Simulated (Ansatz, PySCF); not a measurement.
From computed data to an observable: transport gap, exciton binding and injection barriers

C4H2N2, SMILES N(/C#N)=C\C#C.

Geometry: PBE0-D3(BJ)/def2-SVP. The structure was generated by enumeration; whether it is a known compound was not checked.

Gas-phase, vertical values: ionisation energy 10.32 eV and electron affinity 1.21 eV from ΔSCF with PBE/def2-SVPD (Ansatz, a first-principles code); S1 3.29 eV and T1 2.86 eV from TDA-PBE/def2-SVPD (PySCF). Assume, for the exercise, a film of permittivity 3.5, a cavity radius of 7.0 Å and electrodes of work function 4.7 eV (anode) and 2.9 eV (cathode), with aligned vacuum levels.

Work out the fundamental gap and exciton binding energy in the gas phase, the levels in the film by Born's model, the injection barriers and the thermal weight of S1 against T1 at 298 K.


Fundamental gap IE − EA = 9.11 eV; exciton binding = gap − S1 = 5.82 eV.
Born polarisation P = (14.3996 eV Å / 2r)(1 − 1/ε) = 0.73 eV. Film: IE = 9.59 eV, EA = 1.94 eV, transport gap 7.65 eV; with S1 unchanged the binding falls to 4.36 eV.
Hole barrier IE − Φ(anode) = 4.89 eV; electron barrier Φ(cathode) − EA = 0.96 eV (a negative value means no barrier, and the level would pin).
ΔE(ST) = S1 − T1 = 0.43 eV, and the triplet has three sublevels, so the ratio S1/T1 is (1/3) exp(−ΔE/kT) = 1.8e-8 with kT = 0.02569 eV: too wide a gap for thermal return to the singlet. All inputs carry the errors of their functional, and relaxed states would shift them.
